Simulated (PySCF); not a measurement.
Geometry:
```
atom   x (Å)   y (Å)   z (Å)
  F1  -1.718   1.255  -0.822
  C2  -1.322   0.231  -0.026
  F3  -1.758  -0.928  -0.579
 Ge4   0.664   0.200   0.082
  H5  -1.822   0.350   0.953
  H6   1.089  -0.973   0.977
  H7   1.153   1.529   0.677
  H8   1.202   0.016  -1.343
```

Geometry: PBE0-D3(BJ)/def2-SVP; GIAO shifts from PySCF, gas phase, non-relativistic, averaged over equivalent atoms.

At PBE0/pcSseg-1 (112 basis functions, 5.9 s wall time on 1 thread of an Arm Neoverse V2, shared host):
| atoms | δ (ppm) |
| --- | --- |
| F1/F3 | -137.6 |
| C2 | 124.5 |
| Ge4 | -238.5 |
| H5 | 6.38 |
| H6/H7/H8 | 4.02 |

Referencing at the same level of theory: ¹⁹F (177.25 ppm) vs CFCl3; ¹³C (184.41 ppm), ¹H (31.27 ppm) vs TMS; ⁷³Ge (1330.28 ppm) against GeMe4.

Problem. Predict the values at PBE/pcSseg-2 on the same geometry.

Solution. 
| atoms | δ at PBE/pcSseg-2 | change |
| --- | --- | --- |
| F1/F3 | -147.2 | -9.6 |
| C2 | 134.9 | +10.4 |
| Ge4 | -259.3 | -20.8 |
| H5 | 6.75 | +0.37 |
| H6/H7/H8 | 4.02 | +0.00 |

References, each an isolated molecule treated in the same way: ¹⁹F (σ = 142.93 ppm) against CFCl3; TMS for ¹³C (σ = 179.39 ppm), ¹H (σ = 31.18 ppm); GeMe4 for ⁷³Ge (σ = 1269.89 ppm).

The largest change is at Ge4 (germanium bonded to C, 3 H). Cost: 227 basis functions, 21 s wall time on 1 thread of an Arm Neoverse V2, shared host.

Relativistic effects, spin–orbit coupling among them, are left out; they matter for Ge and for the light atoms bonded to it. Unscaled 19F shifts against computed CFCl3 carry errors that often reach 10 to 50 ppm.
